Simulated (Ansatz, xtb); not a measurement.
**Ranking isomers of BCl2H6NSi2**

6 gas-phase structures of BCl2H6NSi2, from a drawn sample of its isomers (lower ones may exist). Each was relaxed with GFN2-xTB; where two conformers were screened, the lower at r2SCAN-D4/def2-SVP is listed:

A. `[SiH3]NB[SiH](Cl)Cl`, a singlet
B. `Cl[SiH2]BN[SiH2]Cl`, a singlet
C. `[SiH3]N(BCl)[SiH2]Cl`, a singlet
D. `[SiH3]N([SiH3])B(Cl)Cl`, a singlet
E. `BN[Si@H](Cl)[SiH2]Cl`, a singlet
F. `BN([SiH3])[SiH](Cl)Cl`, a singlet

Problem. Estimate their order in r2SCAN-D4/def2-SVP energy at these geometries, lowest first.

Solution. Calculated order at r2SCAN-D4/def2-SVP: F (0.000), C (0.021), D (0.085), A (0.510), B (0.547), E (0.598) eV. Less than 1 kcal/mol parts F and C; A and B, so the order within those pairs means little.

Energies above the lowest of each column, in eV; the last columns are at PBE0-D4/def2-SVP geometries and were run for some of them only (a dash: not run or not comparable):

```json
{"structure": "F", "GFN2-xTB": "0.174", "HF/STO-3G": "0.000", "r2SCAN-D4/def2-SVP": "0.000", "PBE0-D4/def2-SVP": "0.061", "CCSD(T)/def2-SVP + ΔMP2/def2-TZVPP": "0.000"}
{"structure": "C", "GFN2-xTB": "0.000", "HF/STO-3G": "0.049", "r2SCAN-D4/def2-SVP": "0.021", "PBE0-D4/def2-SVP": "0.000", "CCSD(T)/def2-SVP + ΔMP2/def2-TZVPP": "0.058"}
{"structure": "D", "GFN2-xTB": "0.357", "HF/STO-3G": "0.227", "r2SCAN-D4/def2-SVP": "0.085", "PBE0-D4/def2-SVP": "0.120", "CCSD(T)/def2-SVP + ΔMP2/def2-TZVPP": "0.356"}
{"structure": "A", "GFN2-xTB": "0.922", "HF/STO-3G": "0.250", "r2SCAN-D4/def2-SVP": "0.510", "PBE0-D4/def2-SVP": "–", "CCSD(T)/def2-SVP + ΔMP2/def2-TZVPP": "–"}
{"structure": "B", "GFN2-xTB": "0.860", "HF/STO-3G": "0.332", "r2SCAN-D4/def2-SVP": "0.547", "PBE0-D4/def2-SVP": "–", "CCSD(T)/def2-SVP + ΔMP2/def2-TZVPP": "–"}
{"structure": "E", "GFN2-xTB": "0.919", "HF/STO-3G": "0.263", "r2SCAN-D4/def2-SVP": "0.598", "PBE0-D4/def2-SVP": "–", "CCSD(T)/def2-SVP + ΔMP2/def2-TZVPP": "–"}
```

CCSD(T)/def2-SVP + ΔMP2/def2-TZVPP puts F lowest of those it was run on; GFN2-xTB picks C, PBE0-D4/def2-SVP picks C. Flexible structures stand in one conformer each, not always the lowest. F keeps a small imaginary mode. Frequencies (GFN2-xTB) were run for C, D, F alone. The ΔMP2 step shifts differences by up to 0.347 eV, which makes them less sure. ΔMP2 is the change of the MP2 energy from the smaller to the larger basis.

Over these structures GFN2-xTB departs from r2SCAN-D4/def2-SVP by 0.113 eV on average once a common shift is removed. A GFN2-xTB relaxation took about 0.41 s and the r2SCAN-D4/def2-SVP energy about 2.9 s on a shared host (Ansatz 0.2.0, xtb 6.7.1).
